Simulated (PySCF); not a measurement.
Orbital picture of MgIn

r²SCAN at R = 3.033 Å; PySCF, scalar-relativistic core potentials, basis sets Mg aug-cc-pVDZ, In aug-cc-pVDZ-PP with ECP28. State: ²Π (doublet), unpaired electrons π ↑. Only the outer orbitals are listed, counted within each symmetry, core potentials removing the inner ones.

```csv
spin,orbital,occ.,ε (eV),on Mg (%),main shells (%)
α,6σ,1,-18.94,0,100 In d
α,3π,1,-18.92,0,100 In d
α,1δ,1,-18.81,0,100 In d
α,3π,1,-18.74,0,100 In d
α,1δ,1,-18.72,0,100 In d
α,7σ,1,-8.88,15,"85 In s, 9 Mg s"
α,8σ,1,-5.13,72,"72 Mg s, 20 In p"
α,4π,1,-3.26,19,"80 In p, 17 Mg p"
α,4π,0,-2.72,23,"76 In p, 22 Mg p"
α,9σ,0,-2.58,53,"49 In p, 32 Mg p, 20 Mg s"
α,5π,0,-1.06,80,"80 Mg p, 17 In p"
β,6σ,1,-18.93,0,100 In d
β,3π,1,-18.91,0,100 In d
β,1δ,1,-18.75,0,100 In d
β,3π,1,-18.66,0,100 In d
β,1δ,1,-18.64,0,100 In d
β,7σ,1,-8.32,20,"80 In s, 13 Mg s"
β,8σ,1,-5.00,78,"77 Mg s, 14 In p"
β,9σ,0,-2.50,51,"49 In p, 39 Mg p, 12 Mg s"
β,4π,0,-2.46,30,"69 In p, 29 Mg p"
β,4π,0,-1.81,40,"59 In p, 40 Mg p"
```

Q: Which are the highest filled and the lowest empty level, where do they sit, and how wide is the gap?

A: Highest filled α 4π at -3.26 eV (in %: 80 In p, 17 Mg p); lowest empty α 4π at -2.72 eV (in %: 76 In p, 22 Mg p); the gap at r²SCAN is 0.54 eV. Both belong to one degenerate shell, split only by its one-sided filling, so this is no excitation gap.

* bond order (Mayer): 1.04
* ⟨S²⟩: 0.762
* charge on Mg (Mulliken, basis-dependent): -0.03
* charge on Mg (Löwdin, basis-dependent): 0.18
* dipole moment (positive dipole means Mg(−)In(+)): -1.02 D

Spin–orbit coupling is left out. The state is the lowest determinant that a PBE0 search found; another state may lie lower at other levels.
